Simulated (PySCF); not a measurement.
C4H9F, SMILES CC[C@H](C)F.

Geometry: PBE-D3(BJ)/def2-SVP. Other conformers were not sampled.

The numbers are results of PBE-D3(BJ)/def2-SVP run with PySCF, not measurements.

Harmonic, unscaled wavenumbers; measured fundamentals usually lie a few per cent lower.

Q: Estimate the vibrational spectrum. (Estimate from the structure and the level; the computed values follow.)

A: 
| mode | ν (cm⁻¹) | IR (km/mol) | moving atoms (share of kinetic energy) |
|---|---|---|---|
| 1 | 101 | 0.6 | H 49 %, C 41 %, F 9 % |
| 2 | 216 | 0.1 | H 95 % |
| 3 | 245 | 0.8 | H 53 %, C 41 % |
| 4 | 251 | 0.6 | H 63 %, C 25 %, F 11 % |
| 5 | 379 | 3.2 | C 38 %, H 32 %, F 30 % |
| 6 | 417 | 3.3 | C 47 %, H 33 %, F 20 % |
| 7 | 481 | 4.2 | C 41 %, H 31 %, F 27 % |
| 8 | 766 | 4.4 | H 78 %, C 21 % |
| 9 | 812 | 2.3 | H 54 %, C 42 % |
| 10 | 894 | 13.0 | H 55 %, C 31 %, F 14 % |
| 11 | 935 | 4.6 | H 84 %, C 15 % |
| 12 | 973 | 24.2 | H 55 %, C 37 %, F 8 % |
| 13 | 1043 | 11.0 | C 67 %, H 29 % |
| 14 | 1103 | 54.5 | C 53 %, H 37 %, F 11 % |
| 15 | 1136 | 5.1 | C 51 %, H 49 % |
| 16 | 1150 | 6.5 | C 53 %, H 46 % |
| 17 | 1230 | 2.6 | H 79 %, C 21 % |
| 18 | 1272 | 1.9 | H 77 %, C 22 % |
| 19 | 1315 | 1.8 | H 81 %, C 18 % |
| 20 | 1340 | 14.8 | H 72 %, C 28 % |
| 21 | 1350 | 2.1 | H 71 %, C 29 % |
| 22 | 1357 | 29.4 | H 62 %, C 37 % |
| 23 | 1406 | 4.0 | H 95 % |
| 24 | 1409 | 1.9 | H 92 % |
| 25 | 1422 | 7.4 | H 96 % |
| 26 | 1426 | 2.0 | H 96 % |
| 27 | 1435 | 7.4 | H 90 %, C 10 % |
| 28 | 2931 | 36.5 | H 92 % |
| 29 | 2970 | 11.4 | H 97 % |
| 30 | 2974 | 33.4 | H 95 % |
| 31 | 2978 | 8.1 | H 97 % |
| 32 | 3023 | 8.6 | H 91 %, C 9 % |
| 33 | 3055 | 31.2 | H 91 %, C 9 % |
| 34 | 3066 | 19.2 | H 91 %, C 9 % |
| 35 | 3072 | 18.1 | H 91 %, C 9 % |
| 36 | 3080 | 11.7 | H 91 %, C 9 % |
